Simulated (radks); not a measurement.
Q: These are the eigenvalues of the occupied orbitals of an atom or ion with whole-number occupations (eV). Method: non-relativistic Kohn-Sham, PBE, spin-polarised, spherical densities, point nucleus; computed with a radial shooting solver on a logarithmic mesh with Libxc functionals.

| orbital | eigenvalue |
|---|---|
| 1s down | -20318.84 |
| 1s up | -20318.83 |
| 2s up | -2848.132 |
| 2s down | -2847.476 |
| 2p up | -2629.506 |
| 2p down | -2629.029 |
| 3s up | -494.1686 |
| 3s down | -493.8556 |
| 3p up | -409.3175 |
| 3p down | -408.9496 |
| 3d up | -253.6183 |
| 3d down | -253.0347 |
| 4s up | -70.5101 |
| 4s down | -67.2214 |
| 4p up | -45.8255 |
| 4p down | -42.3641 |
| 4d up | -8.3958 |
| 5s up | -5.2445 |
| 5s down | -4.0885 |

Which element is it, and in what charge state? The configuration may be excited. Open shells, if any, are filled with parallel spins first.

A: Z = 43, technetium, charge 0: Tc in [Kr] 4d5 5s2. The list shows which subshells hold electrons but not how many an open one holds; the 1s level, -746.7 hartree, gives Z - s = 38.6 by -(Z - s)^2/2, which with screening narrows Z to a few neighbours, and the depths of the outer levels then fix element, charge and occupations together.
